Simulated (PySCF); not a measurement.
This script is equivalent to a calculation on P (phosphorus, neutral).

```python
from pyscf import gto, scf, dft, mp, cc
import basis_set_exchange as bse
mol = gto.M(atom="P 0 0 0", charge=0, spin=3, symmetry="D2h",
            basis=gto.basis.parse(bse.get_basis("pcseg-2", elements=["P"], fmt="nwchem", header=False)))
mf = dft.UKS(mol, xc="B3LYP")
mf.irrep_nelec = {'Ag': (3, 3), 'B1u': (2, 1), 'B2u': (2, 1), 'B3u': (2, 1)}
mf.kernel()
```

Problem. What total energy does it give?

Solution. -341.289 hartree (calculated).

Problem. Which occupied shell lies highest, and where?

Solution. 3p α, at -7.113 eV.

Problem. What is ⟨S²⟩, and what would a pure spin state give?

Solution. 3.750, against 3.75.
